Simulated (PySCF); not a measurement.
BH₅N, SMILES B[NH3+], charge +1.

Geometry: PBE0-D3(BJ)/def2-TZVP. The isomer is the one that the SMILES or the coordinates give; other isomers of the formula were not compared.

The numbers are results of PBE0-D3(BJ)/def2-TZVP (PySCF), not measurements.

Harmonic, unscaled wavenumbers; measured fundamentals usually lie a few per cent lower.

Computed vibrational spectrum:
```tsv
mode	ν (cm⁻¹)	IR (km/mol)	moving atoms (share of kinetic energy)
1	44	2.5	H 100 %
2	728	2.3	H 87 %, N 10 %
3	756	2.1	H 96 %
4	906	30.4	B 45 %, N 32 %, H 23 %
5	1100	77.7	H 67 %, B 26 %
6	1116	52.3	H 70 %, N 16 %, B 14 %
7	1224	33.1	H 88 %, B 12 %
8	1460	194.3	H 83 %, N 17 %
9	1622	41.8	H 97 %
10	1643	48.9	H 95 %
11	2683	10.4	H 96 %
12	2832	19.9	H 87 %, B 13 %
13	3382	105.4	H 97 %
14	3455	130.4	H 93 %
15	3497	140.4	H 92 %, N 8 %
```
